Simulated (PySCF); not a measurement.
A PySCF script (with the pyscf-properties extension) for the NMR shieldings of SMILES [H]/N=C/C[S][Al@@H-]([NH3+])[S]C, C$_{3}$H$_{11}$AlN$_{2}$S$_{2}$, on a GFN2-xTB geometry:

```python
import basis_set_exchange as bse
import numpy as np
from pyscf import gto, dft
from pyscf.prop import nmr

atoms = """
C    -2.440983    1.766568   -0.440874
S    -1.378114    1.293809    0.967489
Al   -0.294050   -0.280621   -0.172545
N    -1.770371   -1.743135   -0.373182
S     1.104895   -1.804848    0.675910
C     2.632416   -0.823031    0.898758
C     2.409103    0.480561    0.237473
N     3.079937    0.833999   -0.756518
H    -2.145148    1.229913   -1.342015
H    -3.473213    1.545997   -0.185376
H    -2.327264    2.833852   -0.600885
H    -0.073641    0.086284   -1.650164
H    -2.695743   -1.467482   -0.697528
H    -1.406685   -2.450781   -1.009782
H    -1.874880   -2.189118    0.541490
H     2.797103   -0.716910    1.971056
H     3.453979   -1.367373    0.436341
H     1.569396    1.060287    0.689145
H     2.823460    1.721281   -1.181091
"""
names = dict.fromkeys(["C", "S", "Al", "N", "H"], "pcSseg-1")
basis = {el: gto.basis.parse(bse.get_basis(n, elements=[el], fmt="nwchem")) for el, n in names.items()}
mol = gto.M(atom=atoms, basis=basis, charge=0, verbose=0)
mf = dft.RKS(mol, xc="PBE0")
mf.grids.level = 2
mf.grids.alignment = dft.numint.BLKSIZE   # the property module wants whole blocks of grid points
mf.conv_tol = 1e-9
mf.kernel()

calc = nmr.RKS(mf)   # GIAO
C = mf.mo_coeff
Co = C[:, mf.mo_occ > 0]
resp = mf.gen_response(singlet=True, hermi=2)
def vind(x):   # induced exchange potential for any number of trial vectors
    d = np.einsum("pi,xij,qj->xpq", C, 2 * x.reshape(-1, C.shape[1], Co.shape[1]), Co, optimize=True)
    return np.einsum("xpq,pi,qj->xij", resp(d - d.transpose(0, 2, 1)), C, Co, optimize=True).ravel()
mo1, _ = nmr.rhf.solve_mo1(calc, with_cphf=vind)
sigma = calc.kernel(mo1)
for i, s in enumerate(sigma):   # ppm
    print("%2d %-2s %9.2f" % (i, mol.atom_pure_symbol(i), np.trace(s) / 3))
```

Q: What are the results?

A: 
```
 0 C     174.54
 1 S     710.03
 2 Al    416.53
 3 N     231.67
 4 S     657.12
 5 C     147.96
 6 C      18.13
 7 N     -81.91
 8 H      29.66
 9 H      29.66
10 H      29.30
11 H      27.42
12 H      29.68
13 H      29.53
14 H      29.44
15 H      28.15
16 H      28.31
17 H      22.74
18 H      20.79
```

These numbers come from an equivalent density-fitted implementation of the same equations, which agrees with the script to about 0.01 ppm for H and up to a few tenths of a ppm for heavy atoms, so last digits may differ.

Size and cost of the density-fitted run: 212 basis functions, 57 s wall time on 1 thread of an Arm Neoverse V1, shared host; peak memory 0.94 GiB.
